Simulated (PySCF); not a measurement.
Species: Hg(SMe)2, C2H6HgS2 (singlet state).
Geometry (PBE0-D3(BJ)/def2-SVP, Å), atoms numbered from 1 in this order:
```
atom  x, y, z in Å
Hg1    0.9695    0.3666   -0.0306
S2     1.1698    0.1010    2.2919
C3     0.4813   -1.5654    2.5684
H4    -0.5719   -1.6382    2.2636
H5     0.5370   -1.7363    3.6531
H6     1.0681   -2.3460    2.0657
S7     0.8236    0.6793   -2.3515
C8    -0.8407    1.3995   -2.5495
H9    -1.6341    0.7035   -2.2444
H10   -0.9530    1.5999   -3.6248
H11   -0.9514    2.3506   -2.0109
```

Method used: PBE0-D3(BJ)/def2-SVP geometry optimisation, gas phase, def2 core potentials past Kr (PySCF).

Question: Which atoms are bound to Hg1, and at what distances?

Answer: 2 atoms: S2 2.346 Å, S7 2.346 Å. The nearest atom not counted as bound is C8, at 3.27 Å (others tie with it).

Question: What is the shape at Hg1?

Answer: Linear: angle 178.2°.

Question: What are the other bond lengths?

Answer: S2–C3, S7–C8 1.824 Å; C3–H4 and 5 like bonds 1.099 Å.

Question: Give some angles away from the centre.

Answer: Hg1–S2–C3 102.8°.

Charge 0, singlet. No PBE0-D3(BJ)/def2-SVP frequencies stand behind this structure, so it isn't proved a minimum.

Hardware: one thread, Intel Xeon Platinum 8488C (x86_64), shared host. Cost: 1.9 min, 0.54 GiB resident at most. That covers the optimisation of the geometry.
